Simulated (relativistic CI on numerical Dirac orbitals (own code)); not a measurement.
d2 in a ligand field

Computed with a parametric ligand-field model of a d^n configuration (Racah B and C, spin-orbit zeta, crystal field), exact diagonalisation.

Field parameters in Wybourne normalisation: Oh B⁴₀ = 21Dq, B⁴₄ = √(5/14) B⁴₀; Td as Oh with Dq negative (B⁴₀ = 21Dq, B⁴₄ = √(5/14) B⁴₀). The field is a parameter set, without covalency.

(1) Lowest levels for B = 850, C = 3850, ζ = 670 cm⁻¹, Oh, 10Dq = 12400 cm⁻¹?

(2) Lowest levels for B = 840, C = 4320, ζ = 150 cm⁻¹, Oh, 10Dq = 25600 cm⁻¹?

(3) Lowest levels for B = 580, C = 2850, ζ = 590 cm⁻¹, Td, 10Dq = -10450 cm⁻¹?

(4) Lowest levels for B = 750, C = 3090, ζ = 280 cm⁻¹, Oh, 10Dq = 13050 cm⁻¹?

(5) Lowest levels for B = 450, C = 2080, ζ = 480 cm⁻¹, Oh, 10Dq = 28300 cm⁻¹?

Results:

(1) E 0 (S 1.00), T2 68 (S 1.00), T1 1012 (S 1.00), A1 1490 (S 1.00), T2 11214 (S 0.94), A2 11337 (S 1.00), T1 11864 (S 1.00), E 11911 (S 1.00), T2 14136 (S 0.16) cm⁻¹, with S from ⟨S²⟩ = S(S + 1). The ground level has 0.07 electrons in the cubic e pair.

(2) E 0 (S 1.00), T2 1 (S 1.00), T1 191 (S 1.00), A1 285 (S 1.00), T2 14186 (S 0.00), E 14359 (S 0.00), A2 23852 (S 1.00), T2 23892 (S 1.00), T1 23965 (S 1.00) cm⁻¹, with S from ⟨S²⟩ = S(S + 1). The ground level has 0.02 electrons in the cubic e pair.

(3) T2 0 (S 1.00), E 9520 (S 0.52), A2 10240 (S 1.00), T2 10375 (S 1.00), T1 10628 (S 1.00), E 11171 (S 0.72), T2 15606 (S 1.00), A1 15700 (S 0.88), E 15718 (S 0.99) cm⁻¹, with S from ⟨S²⟩ = S(S + 1). The ground level has 1.99 electrons in the cubic e pair.

(4) E 0 (S 1.00), T2 12 (S 1.00), T1 394 (S 1.00), A1 584 (S 1.00), T2 11172 (S 0.29), E 11596 (S 0.01), A2 11848 (S 1.00), T1 12061 (S 1.00), E 12071 (S 1.00) cm⁻¹, with S from ⟨S²⟩ = S(S + 1). The ground level has 0.05 electrons in the cubic e pair.

(5) E 0 (S 1.00), T2 10 (S 1.00), T1 586 (S 1.00), A1 844 (S 1.00), T2 7311 (S 0.01), E 7366 (S 0.01), A1 16721 (S 0.01), A2 27254 (S 1.00), T2 27375 (S 1.00) cm⁻¹, with S from ⟨S²⟩ = S(S + 1). The ground level has 0.01 electrons in the cubic e pair.
